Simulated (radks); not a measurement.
Tl, configuration [Hg] 6p1. All-electron calculation, Dirac Kohn-Sham, LDA (Slater exchange, Perdew-Wang correlation), spin-unpolarised, spherical densities, point nucleus; open shells fill j = l - 1/2 first. Program: a radial shooting solver on a logarithmic mesh with Libxc functionals.

Spin-orbit splittings of the eigenvalues, e(l+1/2) - e(l-1/2), with zeta = 2 splitting/(2l+1) and mean radii in bohr:

shell	occ.	splitting (eV)	zeta (eV)	<r> j=l-1/2	<r> j=l+1/2
2p	6	2064	1376	0.05591	0.06470
3p	6	458.7	305.8	0.1675	0.1836
3d	10	98.02	39.21	0.1595	0.1644
4p	6	111.8	74.52	0.3932	0.4278
4d	10	20.85	8.341	0.4336	0.4448
4f	14	4.603	1.315	0.4646	0.4711
5p	6	20.45	13.63	0.9404	1.036
5d	10	2.209	0.8835	1.362	1.421
6p	1	1.043	0.6956	3.404	4.013
